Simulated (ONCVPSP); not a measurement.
## In (Z = 49): from the effect back to the setting (ONCV)

Base potential:

| Quantity | Value |
| --- | --- |
| Element | In (Z = 49) |
| Generator | ONCVPSP 4.0.1 |
| Type | optimised norm-conserving Vanderbilt (ONCV) |
| Functional | BLYP |
| Relativity | fully relativistic |
| Frozen core | [Ar] 3d10 |
| Valence charge | 21 |
| Reference configuration | 4s2 4p6 4d10 5s1.5 5p1.5 |
| Partial waves | 4s+5s: rc 1.55 bohr, ncon 4, nbas 7, qcut 7.4 1/bohr, 2 projectors; 4p+5p: rc 1.25 bohr, ncon 4, nbas 7, qcut 11.4 1/bohr, 2 projectors; 4d: rc 1.35 bohr, ncon 3, nbas 8, qcut 9.9 1/bohr, 2 projectors, debl 1.5 Ha |
| Local potential | polynomial inside 1.15 bohr (lpopt 5, dvloc0 4 Ha) |
| Core correction | none |

Open shells are filled in proportion to 2j + 1.

Cutoffs, loose and tight: the cutoffs (Ha) at which the residual kinetic energy of the hardest occupied pseudo-wave falls to 1 and 0.1 mHa per electron. They do not see the model core or the augmentation charge, which bear on the density cutoff. Test errors are all-electron minus pseudo excitation energies from the reference, over the configurations 4s2 4p6 4d10 5s2 5p1; 4s2 4p6 4d10 5s2 5p0; 4s2 4p6 4d10 5s1 5p0; 4s2 4p6 4d10 5s1 5p1; variants that change the core or the reference have their own tests.

Only the scale of all radii (base = 1) is moved:

```tsv
scale of all radii (base = 1)	cutoff, loose	cutoff, tight	bound ghosts	largest test error (meV)
0.77	65 Ha	89 Ha	none	+0.9
0.89	50 Ha	58 Ha	none	+0.8
0.98	45 Ha	53 Ha	none	+0.5
1.11	35 Ha	45 Ha	none	+0.4
1.28	32 Ha	41 Ha	none	+0.3
```

**Question.** One more run gave cutoff, loose: 34 Ha; cutoff, tight: 42 Ha; bound ghosts: none; largest test error (meV): +0.3. Which value of the scale of all radii (base = 1) was used?

**Answer.** 1.18. The loose cutoff moves one way along this sweep, from 65 Ha at 0.77 to 32 Ha at 1.28, which places the run between 1.11 and 1.28.
